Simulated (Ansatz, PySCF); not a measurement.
Noncovalent pair: CH5GaO (SMILES C[O][GaH2]) (first 8 atoms) with HF (SMILES F); geometry from B3LYP-D3(BJ)/def2-TZVP, rigid monomers moved along the line of their centres of mass till O2···H10 is 1.44 Å.
(charge 0, multiplicity 1):
```xyz
10

C     -0.8196    -0.5960     2.4661
O      0.3063     0.0950     1.9371
Ga     0.6098     0.3995     0.1766
H     -1.4990    -0.9262     1.6751
H     -0.4800    -1.4702     3.0254
H     -1.3645     0.0633     3.1449
H     -0.5009    -0.1749    -0.7550
H      1.9242     1.1787    -0.0777
F      1.8479     0.8658     3.6007
H      1.2449     0.5661     2.9216
```

Interaction energies are E(AB) − E(A) − E(B) at the monomers' geometry in the complex; basis-set methods are counterpoise corrected. Rows marked so take none.

Rows in STO-3G carry no dispersion term and start afresh at each structure; the Pople sets are all-electron and without relativity.

Codes used: Ansatz (an electronic-structure program); PySCF for STO-3G rows. 

### Question
One of these levels gives -49.8 kJ/mol for the interaction energy. Name it.
A) PBE/def2-TZVPPD
B) r2SCAN/def2-TZVPPD
C) HF/aug-cc-pVDZ
D) HF/STO-3G (no counterpoise)

### Answer
B, r2SCAN/def2-TZVPPD. The others give -32.5 (HF/STO-3G (no counterpoise)), -39.8 (HF/aug-cc-pVDZ), -44.3 (PBE/def2-TZVPPD)
